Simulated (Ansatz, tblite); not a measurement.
Removing and adding an electron: Ge23H30, a nanocrystal cut from hexagonal germanium. Charge 0, multiplicity 1. Geometry: PBE-D4/def2-SVP. Ansatz, gas phase; energy differences of separate SCF runs; the oxidised species was run as a doublet alone; the reduced species was run as a doublet alone.

Cartesian coordinates in Å:
```
Ge -1.618 5.192 -0.113
Ge -0.908 3.606 -1.848
Ge 0.746 3.341 2.536
Ge -1.536 4.111 2.082
Ge 1.445 1.752 0.786
Ge -0.350 1.437 -0.856
Ge 2.654 -0.915 -2.184
Ge 0.358 -0.161 -2.594
Ge 3.360 -2.497 -3.927
Ge 1.554 -2.858 -5.532
Ge -3.020 2.161 2.090
Ge -2.310 0.576 0.340
Ge -1.135 -2.105 -2.636
Ge -0.427 -3.693 -4.372
Ge 0.834 2.251 4.728
Ge 2.017 -0.420 1.768
Ge 2.729 -1.995 0.012
Ge -0.657 0.310 4.714
Ge -2.944 1.067 4.280
Ge 0.045 -1.266 2.954
Ge -1.752 -1.600 1.321
Ge 1.238 -3.935 -0.053
Ge -1.059 -3.181 -0.437
H -0.686 6.439 -0.121
H -3.068 5.680 -0.404
H 0.337 4.161 -2.601
H -2.045 3.415 -2.895
H 1.715 4.564 2.516
H -1.980 5.107 3.199
H 2.696 2.326 0.049
H 3.597 0.328 -2.187
H 0.303 0.544 -3.988
H 4.634 -1.966 -4.649
H 3.725 -3.858 -3.265
H 1.206 -1.504 -6.213
H 1.999 -3.852 -6.644
H -4.479 2.624 1.782
H -3.474 0.393 -0.683
H -2.587 -1.615 -2.929
H -1.588 -3.939 -5.380
H -0.082 -5.057 -3.706
H 0.394 3.254 5.836
H 2.292 1.801 5.038
H 3.181 -0.224 2.791
H 4.187 -2.471 0.306
H -0.595 -0.411 6.098
H -3.395 2.065 5.387
H -3.920 -0.147 4.300
H 0.399 -2.642 3.602
H -3.009 -2.163 2.057
H 1.674 -4.889 -1.206
H 1.328 -4.728 1.283
H -2.018 -4.413 -0.431
```

The xTB rows come from tblite. Single mean-field runs in def2-SVP are fitted with def2-universal-jkfit. HOMO above LUMO, or a gap near zero within one spin, warns that the state may not be the lowest or that an electron is smeared out.

| level | −HOMO (eV) | vertical IE (eV) | −LUMO (eV) | vertical EA (eV) | HOMO–LUMO gap (eV) | IE − EA (eV) | remarks |
| --- | --- | --- | --- | --- | --- | --- | --- |
| GFN1-xTB | 11.69 | 12.81 | 9.10 | 7.81 | 2.59 | 4.99 | – |
| GFN2-xTB | 9.84 | 11.16 | 6.31 | 4.97 | 3.53 | 6.19 | – |
| PBE-D4/def2-SVP | 5.85 | 7.26 | 2.07 | 0.80 | 3.78 | 6.46 | HOMO above zero (-1 doublet), gap within one spin near zero (+1 doublet), gap within one spin near zero (-1 doublet) |
| PBE0-D4/def2-SVP | 6.75 | 7.73 | 1.40 | 0.58 | 5.35 | 7.15 | HOMO above zero (-1 doublet) |
| BHLYP-D4/def2-SVP | 7.49 | 8.01 | 0.53 | 0.18 | 6.96 | 7.83 | HOMO above zero (-1 doublet) |

   A HOMO above zero means that the electron is unbound at that level or that self-interaction error raises the level; the energy of removing that electron tells which. Raw xTB energy differences between charge states are shifted by several eV; the methods need an empirical correction for them. Sets without diffuse functions give affinities that are too small.
